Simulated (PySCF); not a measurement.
A geometry optimisation, step by step.

Species: CrCl3 (quartet state).
Bonds: Cr1–Cl2, Cr1–Cl3, Cr1–Cl4.

Method: PySCF, PBE0-D3(BJ)/def2-SVP geometry optimisation, gas phase; unrestricted, density fitting, grid level 1; the optimiser is geomeTRIC in internal coordinates, started from a GFN2-xTB structure with every atom displaced at random (about 0.03 Å). The frame can shift and turn from step to step; on so coarse a grid that alone can change the energy by a few meV, and forces under 0.02 eV/Å are noise.

Step 0: E = -65959.1080 eV, largest atomic force 4.023 eV/Å
```
atom  x, y, z in Å  |  force x, y, z in eV/Å
Cr1     0.061   -0.076    0.012   -1.786   3.605   0.025
Cl2     2.049   -0.040    0.006    3.111  -0.028   0.002
Cl3    -1.072    1.794   -0.042    0.360  -0.514   0.002
Cl4    -0.955   -1.769   -0.006   -1.685  -3.064  -0.029
```

Step 1: E = -65959.5070 eV, largest atomic force 1.357 eV/Å
```
atom  x, y, z in Å  |  force x, y, z in eV/Å
Cr1     0.041   -0.040    0.011   -0.631   1.201   0.001
Cl2     2.118   -0.026    0.012    0.945  -0.006   0.012
Cl3    -1.075    1.803   -0.048    0.183  -0.225  -0.010
Cl4    -1.001   -1.828   -0.005   -0.497  -0.970  -0.003
```

Step 2: E = -65959.5620 eV, largest atomic force 0.294 eV/Å
```
atom  x, y, z in Å  |  force x, y, z in eV/Å
Cr1     0.025   -0.027    0.014   -0.117   0.267   0.003
Cl2     2.141   -0.006    0.019    0.220   0.000   0.014
Cl3    -1.062    1.806   -0.060    0.018   0.000  -0.021
Cl4    -1.021   -1.864   -0.003   -0.121  -0.267   0.004
```

Step 3: E = -65959.5655 eV, largest atomic force 0.046 eV/Å
```
atom  x, y, z in Å  |  force x, y, z in eV/Å
Cr1     0.019   -0.024    0.016    0.010   0.025   0.004
Cl2     2.148    0.004    0.027    0.008   0.000   0.015
Cl3    -1.059    1.810   -0.074   -0.010   0.020  -0.027
Cl4    -1.023   -1.881    0.000   -0.008  -0.045   0.008
```

Step 4: E = -65959.5654 eV, largest atomic force 0.037 eV/Å
```
atom  x, y, z in Å  |  force x, y, z in eV/Å
Cr1     0.017   -0.023    0.018    0.020  -0.015   0.004
Cl2     2.148    0.010    0.036   -0.033   0.003   0.016
Cl3    -1.062    1.811   -0.090   -0.006   0.001  -0.031
Cl4    -1.019   -1.888    0.005    0.019   0.012   0.010
```

Step 5: E = -65959.5654 eV, largest atomic force 0.040 eV/Å
```
atom  x, y, z in Å  |  force x, y, z in eV/Å
Cr1     0.016   -0.023    0.020    0.012  -0.021   0.003
Cl2     2.147    0.014    0.043   -0.035   0.005   0.018
Cl3    -1.065    1.810   -0.101   -0.002  -0.012  -0.032
Cl4    -1.014   -1.892    0.008    0.025   0.029   0.012
```

Step 6: E = -65959.5655 eV, largest atomic force 0.035 eV/Å
```
atom  x, y, z in Å  |  force x, y, z in eV/Å
Cr1     0.016   -0.023    0.020    0.006  -0.012   0.004
Cl2     2.146    0.015    0.045   -0.020   0.006   0.018
Cl3    -1.067    1.808   -0.105   -0.003  -0.010  -0.034
Cl4    -1.012   -1.892    0.010    0.017   0.015   0.013
```

Step 7: E = -65959.5656 eV, largest atomic force 0.036 eV/Å
```
atom  x, y, z in Å  |  force x, y, z in eV/Å
Cr1     0.016   -0.023    0.021    0.001  -0.003   0.004
Cl2     2.145    0.017    0.047   -0.006   0.008   0.018
Cl3    -1.069    1.807   -0.111   -0.005  -0.008  -0.035
Cl4    -1.009   -1.892    0.012    0.010   0.003   0.013
```

Step 8: E = -65959.5657 eV, largest atomic force 0.038 eV/Å
```
atom  x, y, z in Å  |  force x, y, z in eV/Å
Cr1     0.016   -0.022    0.022   -0.003   0.006   0.004
Cl2     2.144    0.020    0.051    0.006   0.010   0.019
Cl3    -1.071    1.804   -0.118   -0.006  -0.007  -0.037
Cl4    -1.006   -1.893    0.015    0.003  -0.009   0.014
```

Step 9: E = -65959.5657 eV, largest atomic force 0.039 eV/Å
```
atom  x, y, z in Å  |  force x, y, z in eV/Å
Cr1     0.016   -0.022    0.022   -0.005   0.009   0.004
Cl2     2.144    0.022    0.053    0.011   0.011   0.019
Cl3    -1.073    1.803   -0.122   -0.007  -0.006  -0.037
Cl4    -1.004   -1.893    0.016    0.001  -0.013   0.015
```

Task: Summarise the path.

Result: The energy falls by 44.16 kJ/mol from step 0 to step 9; nine tenths of that is first reached at step 2. It never rises by more than 0.2 meV. The largest force goes from 4.023 to 0.039 eV/Å. Among the bonds Cr1–Cl4 changes most, from 1.974 to 2.131 Å; the atoms move by 0.092 Å rms after alignment.

The cost below is that of the whole optimisation. On Intel Xeon Platinum 8488C, one thread, shared host with 96 logical CPUs at a one-minute load of 17, this took 65 s of wall time and 0.39 GiB of memory at its peak.
